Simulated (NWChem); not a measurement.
System: SnNH$_{2}$Cl$_{2}$F; SMILES [NH2][Sn]([F])([Cl])[Cl]

Excerpt of the output:

```
             Northwest Computational Chemistry Package (NWChem) 7.3.0
             --------------------------------------------------------

                             Geometry "geometry" -> ""
                             -------------------------

 Output coordinates in angstroms (scale by  1.889725989 to convert to a.u.)

  No.       Tag          Charge          X              Y              Z
 ---- ---------------- ---------- -------------- -------------- --------------
    1 N                    7.0000     1.58823600    -0.00217600     1.48442400
    2 Sn                  50.0000     0.27107700    -0.00083700    -0.02997200
    3 F                    9.0000     1.10060500    -0.00284000    -1.77378500
    4 Cl                  17.0000    -1.03481300    -1.91344600     0.04103500
    5 Cl                  17.0000    -1.02895200     1.91584400     0.03989900
    6 H                    1.0000     2.18313500    -0.83007800     1.47496900
    7 H                    1.0000     2.18299500     0.82581200     1.47613600

 Effective nuclear repulsion energy (a.u.)     776.8999217316

                              NWChem Property Module
                              ----------------------

                                 NWChem DFT Module
                                 -----------------

 Summary of "ao basis" -> "ao basis" (spherical)
 ------------------------------------------------------------------------------
       Tag                 Description            Shells   Functions and Types
 ---------------- ------------------------------  ------  ---------------------
 N                           sto-3g                  3        5   2s1p
 Sn                          sto-3g                 11       27   5s4p2d
 F                           sto-3g                  3        5   2s1p
 Cl                          sto-3g                  5        9   3s2p
 H                           sto-3g                  1        1   1s

            General Information
            -------------------
          SCF calculation type: DFT
          Wavefunction type:  closed shell.
          No. of atoms     :     7
          No. of electrons :   102
           Alpha electrons :    51
            Beta electrons :    51
          Charge           :     0
          Spin multiplicity:     1
          Use of symmetry is: off; symmetry adaption is: off
          Maximum number of iterations: 150
          AO basis - number of functions:    57
                     number of shells:    29
          Convergence on energy requested:  1.00D-06
          Convergence on density requested:  1.00D-05
          Convergence on gradient requested:  5.00D-04

              XC Information
              --------------
                         B3LYP Method XC Potential
                     Hartree-Fock (Exact) Exchange  0.200
                        Slater Exchange Functional  0.800 local
                    Becke 1988 Exchange Functional  0.720 non-local
              Lee-Yang-Parr Correlation Functional  0.810
                  VWN I RPA Correlation Functional  0.190 local

             Grid Information
             ----------------
          Grid used for XC integration:  medium
          Radial quadrature: Mura-Knowles
          Angular quadrature: Lebedev.
          Tag              B.-S. Rad. Rad. Pts. Rad. Cut. Ang. Pts.
          ---              ---------- --------- --------- ---------
          N                   0.65       49           9.0       434
          Sn                  1.45      123           8.0       590
          F                   0.50       49           9.0       434
          Cl                  1.00       88          11.0       590
          H                   0.35       45          10.0       434
          Grid pruning is: on
          Number of quadrature shells:   487
          Spatial weights used:  Erf1

      Superposition of Atomic Density Guess
      -------------------------------------

 Sum of atomic energies:       -7024.84654839

      Non-variational initial energy
      ------------------------------

 Total energy =   -7024.881878
 1-e energy   =  -11279.055201
 2-e energy   =    3477.273402
 HOMO         =      -0.175373
 LUMO         =       0.164061

   convergence    iter        energy       DeltaE   RMS-Dens  Diis-err
 ---------------- ----- ----------------- --------- --------- ---------
 d= 0,ls=0.0,diis     1  -7029.2694732512 -7.81D+03  5.49D-02  6.22D-01
 d= 0,ls=0.0,diis     2  -7028.8683753304  4.01D-01  3.65D-02  4.02D+00
 d= 0,ls=0.0,diis     3  -7029.4258685572 -5.57D-01  9.86D-03  7.61D-02
 d= 0,ls=0.0,diis     4  -7029.4402825468 -1.44D-02  3.23D-03  1.96D-02
 d= 0,ls=0.0,diis     5  -7029.4440426928 -3.76D-03  7.89D-04  6.92D-04
  Resetting Diis
 d= 0,ls=0.0,diis     6  -7029.4441946180 -1.52D-04  1.13D-04  1.59D-05
 d= 0,ls=0.0,diis     7  -7029.4441984387 -3.82D-06  1.51D-05  5.44D-08
 d= 0,ls=0.0,diis     8  -7029.4441984291  9.64D-09  8.84D-06  1.14D-07

         Total DFT energy =    -7029.444198429052
      One electron energy =   -11268.578875691263
           Coulomb energy =     3698.622396315418
    Exchange-Corr. energy =     -236.387640784780
 Nuclear repulsion energy =      776.899921731574

 Numeric. integr. density =      101.999994625063

                       DFT Final Molecular Orbital Analysis
                       ------------------------------------

 Vector   49  Occ=2.000000D+00  E=-2.159675D-01
              MO Center=  9.7D-01, -2.7D-03, -1.5D+00, r^2= 1.7D+00
   Bfn.  Coefficient  Atom+Function         Bfn.  Coefficient  Atom+Function
  ----- ------------  ---------------      ----- ------------  ---------------
    35      0.877581  3 F  px                37      0.296321  3 F  pz
    45      0.181293  4 Cl py                54     -0.181164  5 Cl py
     3      0.174832  1 N  px                 2     -0.162211  1 N  s
    20      0.104615  2 Sn px                46     -0.094547  4 Cl pz
    55     -0.094344  5 Cl pz                30      0.083306  2 Sn d  0

 Vector   50  Occ=2.000000D+00  E=-2.149081D-01
              MO Center=  8.9D-01, -2.4D-03, -1.6D+00, r^2= 1.5D+00
   Bfn.  Coefficient  Atom+Function         Bfn.  Coefficient  Atom+Function
  ----- ------------  ---------------      ----- ------------  ---------------
    36      0.941073  3 F  py                44      0.200899  4 Cl px
    53     -0.200422  5 Cl px                54      0.129266  5 Cl py
    45      0.128483  4 Cl py                21      0.115375  2 Sn py
    28     -0.064253  2 Sn d -2              40     -0.054178  4 Cl px
    49      0.054050  5 Cl px                46     -0.051250  4 Cl pz

 Vector   51  Occ=2.000000D+00  E=-1.698347D-01
              MO Center=  1.4D+00, -2.3D-03,  1.2D+00, r^2= 1.9D+00
   Bfn.  Coefficient  Atom+Function         Bfn.  Coefficient  Atom+Function
  ----- ------------  ---------------      ----- ------------  ---------------
     5      0.793330  1 N  pz                 3     -0.351449  1 N  px
    37      0.331656  3 F  pz                 2      0.319784  1 N  s
    20     -0.130196  2 Sn px                35      0.090723  3 F  px
     1     -0.067858  1 N  s                 31     -0.065122  2 Sn d  1
    19     -0.063888  2 Sn s                 45     -0.063412  4 Cl py

 Vector   52  Occ=0.000000D+00  E= 5.883177D-02
              MO Center= -1.3D-01,  2.9D-05, -1.2D-02, r^2= 3.5D+00
   Bfn.  Coefficient  Atom+Function         Bfn.  Coefficient  Atom+Function
  ----- ------------  ---------------      ----- ------------  ---------------
    19      1.033229  2 Sn s                 45     -0.489434  4 Cl py
    54      0.490341  5 Cl py                 2     -0.381151  1 N  s
    20     -0.300374  2 Sn px                37     -0.289174  3 F  pz
    44     -0.266158  4 Cl px                53     -0.264775  5 Cl px
    43     -0.258866  4 Cl s                 52     -0.258939  5 Cl s

 Vector   53  Occ=0.000000D+00  E= 1.473162D-01
              MO Center=  2.1D-01, -1.2D-03, -6.9D-02, r^2= 3.1D+00
   Bfn.  Coefficient  Atom+Function         Bfn.  Coefficient  Atom+Function
  ----- ------------  ---------------      ----- ------------  ---------------
    21      1.142537  2 Sn py                44      0.386241  4 Cl px
    53     -0.385057  5 Cl px                54      0.343094  5 Cl py
    45      0.341286  4 Cl py                17     -0.328036  2 Sn py
    43      0.286123  4 Cl s                 52     -0.286379  5 Cl s
    36     -0.267396  3 F  py                56      0.145373  6 H  s

 Vector   54  Occ=0.000000D+00  E= 1.627017D-01
              MO Center=  6.1D-01, -1.1D-03, -1.9D-01, r^2= 2.7D+00
   Bfn.  Coefficient  Atom+Function         Bfn.  Coefficient  Atom+Function
  ----- ------------  ---------------      ----- ------------  ---------------
    20      0.953300  2 Sn px                37     -0.499916  3 F  pz
    22     -0.430811  2 Sn pz                 5      0.392523  1 N  pz
    34     -0.297365  3 F  s                 16     -0.274282  2 Sn px
    45      0.265063  4 Cl py                54     -0.264134  5 Cl py
    19      0.188948  2 Sn s                  2     -0.165642  1 N  s

     Multipole analysis of the density
     ---------------------------------

[...]

 DFT Linear Response polarizability / au
 Frequency  =       0.0773000 / au
 Wavelength =     589.4353558 / nm
              X              Y              Z
 -----------------------------------------------
 X      29.0714354      0.0129539      3.3822411
 Y       0.0129541     38.9346918     -0.0040667
 Z       3.3822439     -0.0040667     20.9616410
 -----------------------------------------------
 Eigenvalues =      30.2968415     38.9347088     19.7362178
 Isotropic   =      29.6559227
 Anisotropic =      16.6541523
 -----------------------------------------------

 Magnetic Dipole Response Matrix (nonzero elements):
```

Level: B3LYP/STO-3G, non-relativistic. STO-3G and 3-21G are far too small for this property and stand as cheap habits. The geometry was optimised at PBE0/def2-SVP (def2 core potentials past Kr).

Problem. Write an input that gives this output.

Solution. One answer among several that fit: the input that was run:
```
start job
memory heap 200 mb stack 900 mb global 1100 mb
geometry units angstroms noautosym nocenter noautoz
  N      1.588236    -0.002176     1.484424
  Sn     0.271077    -0.000837    -0.029972
  F      1.100605    -0.002840    -1.773785
  Cl    -1.034813    -1.913446     0.041035
  Cl    -1.028952     1.915844     0.039899
  H      2.183135    -0.830078     1.474969
  H      2.182995     0.825812     1.476136
end
basis spherical
  * library sto-3g
end
dft
  xc b3lyp
  iterations 150
end
property
  response 1 0.0773
end
task dft property
```
